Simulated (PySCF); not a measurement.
IIn, SMILES [In][I] (connectivity only; charge and spin as stated), charge -1, multiplicity 2.

The structure is a stationary point at B3LYP-D3(BJ)/def2-TZVPD. The spin state was assumed, not searched. The def2 effective core potentials stand for the cores of I, In; spin–orbit coupling is left out.

Computed with M06-2X/def2-TZVPD (PySCF).

Gas-phase values at a fixed geometry. A positive occupied level means that this level leaves the electron formally unbound; only the finite basis holds it.

The total energy comes out as -487.80634 hartree and the point group is C∞v. The α spin, highest occupied and lowest empty level comes out as 0.07 and 2.87 eV, the β spin, highest occupied and lowest empty level is -2.79 and 2.17 eV and the dipole moment about the centre of nuclear charge is 0.54 D. The ⟨S²⟩ comes out as 0.757 (pure state 0.75).
